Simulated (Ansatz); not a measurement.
Stepwise reaction of `C[Si](C)(C)F` with hydrogen sulfide, as a gas-phase model of exchange steps in deposition or etching. ΔE in kJ/mol.

Program: Ansatz. Geometries: PBE0-D4/def2-TZVP. ΔE: electronic, gas phase. CBS: MP2 limit from def2 TZ/QZ plus the TZ coupled-cluster correction, frozen cores. This one scheme is used for every species. Functionals use def2-TZVPP. B3LYP here is the variant with VWN-RPA as its local correlation; programs differ in this. Each species was taken in one conformer, which may not be the lowest.

```
step                                     reaction  PBE-D4  B3LYP-D4  ωB97M-V  CCSD(T)/CBS
   1  `C[Si](C)(C)F` + H₂S → `C[Si](C)(F)S` + CH₄   -66.7     -65.1    -62.5        -63.9
   3  `C[Si](F)(S)S` + H₂S → `F[Si](S)(S)S` + CH₄   -62.1     -59.8    -56.0        -56.8
```

Give the row of step 2, `C[Si](C)(F)S` + H₂S → `C[Si](F)(S)S` + CH₄. (Estimate.)

Computed: 
| step | reaction | PBE-D4 | B3LYP-D4 | ωB97M-V | CCSD(T)/CBS |
| --- | --- | --- | --- | --- | --- |
| 2 | `C[Si](C)(F)S` + H₂S → `C[Si](F)(S)S` + CH₄ | -72.3 | -69.4 | -66.4 | -66.9 |

By hand: ΔE of the 3 steps together at CCSD(T)/CBS.

(-63.9) + (-66.9) + (-56.8) = -187.6 kJ/mol, or -62.5 kJ/mol a step.

In ΔE step 2 is the lowest and step 3 the highest. All are downhill at CCSD(T)/CBS. PBE-D4 differs from CCSD(T)/CBS by -5.4 to -2.8 kJ/mol a step. Isolated molecules leave out the surface, adducts and barriers. Largest T1 diagnostic: 0.012.
